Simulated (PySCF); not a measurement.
Run record: C15H26

The script drives PySCF SCF with an in-house response code with single-precision fitted integrals, so total energies wander by about 1e-6 Eh between cycles (the fitting error itself is about 1e-3 Eh and cancels in differences); atoms count from 0. Kgrid is the grid level of the response kernel; vcut the energy (Eh) above which virtual orbitals leave the response; delta the states run by ΔSCF (the anion only where the lumo is low enough to bind); pop asks for populations, which are stored and not printed; grid is the SCF grid level (2 if not given).

The basis has no diffuse functions, so the polarisability comes out too low. Without diffuse functions Rydberg states are missing, so unbound LUMOs, wide gaps and states within about 2 eV of the ionisation energy come out too high, and electron affinities are rough.

Job and coordinates (Å):

```
{"job": {"kind": "uv", "basis": "6-31G*", "grid": 1, "kgrid": 0, "vcut": null, "nstates": 8, "ntriplets": 3, "tda": true, "delta": ["ip_vertical", "ea_vertical"], "pop": true, "xc": "wB97X-D"}, "charge": 0, "multiplicity": 1}
C     -2.800431     0.152974     1.392547
C     -2.678993     0.120520    -0.144540
C     -2.652623     1.531944    -0.720533
C     -2.713093     1.567311     1.962245
C      3.668691    -0.686792    -0.703231
C      1.129670    -0.651848    -0.690709
C      2.428730    -2.833760    -0.704848
C     -1.416543    -0.622488    -0.596820
C      2.416076     0.045910    -0.230759
C      3.675131    -2.122442    -0.196251
C     -0.124489     0.072069    -0.152310
C      1.167832    -2.115276    -0.232493
C     -0.168432     1.538489    -0.596839
C     -1.531898     2.349971     1.392245
C     -1.443299     2.260873    -0.145020
H     -3.752312    -0.284881     1.698841
H     -2.013087    -0.461499     1.831195
H     -3.540523    -0.414366    -0.559811
H     -2.565750     1.482144    -1.808564
H     -3.575620     2.065177    -0.490942
H     -3.639048     2.102129     1.744858
H     -2.620061     1.513663     3.049383
H      3.694462    -0.690344    -1.795598
H      4.555999    -0.156317    -0.350647
H      1.096882    -0.632071    -1.786354
H      2.445872    -2.852591    -1.797266
H      2.412545    -3.867872    -0.353234
H     -1.421419    -0.694895    -1.687738
H     -1.457689    -1.635232    -0.194464
H      2.420358     0.098284     0.861132
H      2.449392     1.064515    -0.618073
H      4.574458    -2.641515    -0.534460
H      3.677332    -2.124253     0.896384
H     -0.069878     0.040844     0.940149
H      0.302599    -2.652586    -0.621287
H      1.123759    -2.146831     0.859272
H     -0.108346     1.579109    -1.687880
H      0.688435     2.080376    -0.194414
H     -1.628161     3.393228     1.699131
H     -0.605918     1.975223     1.830629
H     -1.409882     3.274798    -0.560014
```

Command:

```bash
OMP_NUM_THREADS=1 python large_run.py task.json out
```

Problem. What does the program print?

Solution. 
```
start: PBE on a coarse grid of 30072 points
cycle   1  E = -586.3285636386  dE =  1.381e+00  |g| = 9.521e-01  |ddm| = 5.615e+00
cycle   2  E = -585.9187164892  dE =  4.098e-01  |g| = 1.573e+00  |ddm| = 3.327e+00
cycle   3  E = -586.5866549442  dE = -6.679e-01  |g| = 1.413e-01  |ddm| = 2.222e+00
cycle   4  E = -586.5910658093  dE = -4.411e-03  |g| = 4.195e-02  |ddm| = 2.431e-01
cycle   5  E = -586.5914101059  dE = -3.443e-04  |g| = 1.916e-02  |ddm| = 6.695e-02
cycle   6  E = -586.5914991900  dE = -8.908e-05  |g| = 3.539e-03  |ddm| = 2.498e-02
final grid: 126451 points
cycle   7  E = -587.0833140016  dE = -7.453e-03  |g| = 3.425e-02  |ddm| = 4.443e-01
cycle   8  E = -587.0836230196  dE = -3.090e-04  |g| = 2.535e-02  |ddm| = 1.128e-01
cycle   9  E = -587.0837820925  dE = -1.591e-04  |g| = 3.964e-03  |ddm| = 2.750e-02
cycle  10  E = -587.0837905508  dE = -8.458e-06  |g| = 1.094e-03  |ddm| = 1.390e-02
cycle  11  E = -587.0837895454  dE =  1.005e-06  |g| = 3.292e-04  |ddm| = 1.831e-03
cycle  12  E = -587.0837903750  dE = -8.295e-07  |g| = 7.695e-05  |ddm| = 5.263e-04
converged SCF energy = -587.0837903750
Vertical ionisation energy (delta-SCF) = 9.2732 eV   <S^2> = 0.752

Static polarisability (au): isotropic 145.752, principal 130.327 138.113 168.817

Singlet excitations
state   eV       nm        f      main configurations
  1   9.4172    131.7   0.00077   H->L 0.81, H-3->L 0.12
  2   9.5417    129.9   0.00301   H-1->L 0.79, H-4->L 0.08
  3   9.6268    128.8   0.02374   H->L+1 0.87
  4   9.6701    128.2   0.03498   H-1->L+1 0.90
  5   9.8412    126.0   0.00037   H-2->L 0.80
  6   9.9151    125.0   0.00006   H->L+2 0.56, H-3->L+2 0.21, H-3->L 0.09
  7  10.0212    123.7   0.00054   H-1->L+2 0.62, H-4->L+2 0.11, H-4->L 0.09
  8  10.1749    121.9   0.05616   H-2->L+1 0.75

Triplet excitations (Tamm-Dancoff, eV): 9.0131 9.2484 9.4403
```

The run took 3 min of wall time on 1 thread of Arm Neoverse N1 (shared host), peak memory 0.64 GiB.
